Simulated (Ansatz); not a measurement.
A nudged elastic band was laid between two geometries of BFH3N + H3N (10 atoms, charge 0, multiplicity 1).

All numbers below come from Ansatz 0.2.0, RHF/def2-SVP.

```yaml
movable_images: 7
climbing_image: yes
spring: 5.0 eV/Å²
optimiser: quadratic models (default)
start_path: through a guess of the saddle point
force_threshold: 0.03 eV/Å
iteration_limit: 60
end_points: relaxed
```

First end point:

```xyz
10
Properties=species:S:1:pos:R:3
B -0.141 -0.409 -0.237
F -0.196 -0.698 1.066
H 0.915 -0.126 -0.721
N -1.297 -0.534 -1.003
H -2.186 -0.754 -0.603
H -1.322 -0.309 -1.973
N -0.189 2.408 1.080
H -0.954 3.034 1.266
H 0.659 2.945 1.144
H -0.170 1.726 1.819
```

Last end point:

```xyz
10
Properties=species:S:1:pos:R:3
B -0.109 0.600 -0.462
F -0.297 0.125 2.784
H 0.974 0.160 -0.735
N -1.255 0.007 -1.009
H -1.204 -0.811 -1.578
H -2.189 0.293 -0.802
N -0.182 1.704 0.455
H -1.018 2.252 0.525
H 0.636 2.264 0.594
H -0.239 0.689 2.066
```

**Question.** Which bonds break or form, and what moves?

**Answer.** Bonds broken: B1–F2, N7–H10. Bonds formed: B1–N7, F2–H10. BFH3N + H3N becomes BH5N2 + FH.

**Question.** What energy profile does the band end with?

**Answer.** The run converged. The highest image is number 6 of 0 to 8, 1.69 eV above the first end and 1.30 eV above the last; the last end lies 0.39 eV above the first. The profile has 2 maxima (images 4, 6) with wells between them (image 5): this band takes more than one step, which may be the mechanism or a detour left from its start path. Neighbouring images differ by up to 1.6 eV, so the band resolves the path poorly. A vibrational analysis at the climbing image gives one clearly imaginary mode, 1355i cm⁻¹: a first-order saddle point. The orbitals stay closed-shell, which can raise the energy where a bond breaks towards radicals; this wasn't checked here.

```
image  path coordinate (Å)  energy (eV)  B1–F2 (Å)  N7–H10 (Å)  B1–N7 (Å)
    0                 0.00         0.00       1.34        1.01       3.11
    1                 1.47         0.02       1.34        1.01       2.73
    2                 2.93         0.11       1.40        1.01       1.71
    3                 4.40         0.18       1.38        1.01       1.71
    4                 5.87         0.23       1.40        1.01       1.70
    5                 7.34         0.10       1.39        1.01       1.72
    6                 8.80         1.69       1.92        1.18       1.55
    7                 9.60         0.50       2.70        1.77       1.44
    8                10.40         0.39       3.29        1.91       1.44
```

**Question.** What is the geometry of the highest image?

**Answer.** 
```xyz
10
Properties=species:S:1:pos:R:3:forces:R:3
B -0.126 0.402 -0.070 0.00 0.00 0.00
F -0.377 -0.137 1.755 0.00 0.00 0.00
H 0.959 -0.039 -0.306 0.00 0.00 0.00
N -1.245 0.049 -0.861 0.00 0.00 0.00
H -1.252 -0.852 -1.294 0.00 0.00 0.00
H -2.168 0.336 -0.601 0.00 0.00 0.00
N -0.156 1.779 0.633 0.00 0.00 0.00
H -0.919 2.387 0.396 0.00 0.00 0.00
H 0.710 2.287 0.624 0.00 0.00 0.00
H -0.307 1.069 1.562 0.00 0.00 0.00
```

The band took 42 iterations and of the order of 7 core-minutes.

Time of the run: 7.2 min on 1 thread of Arm Neoverse V1 (shared host), peak memory 0.15 GiB.
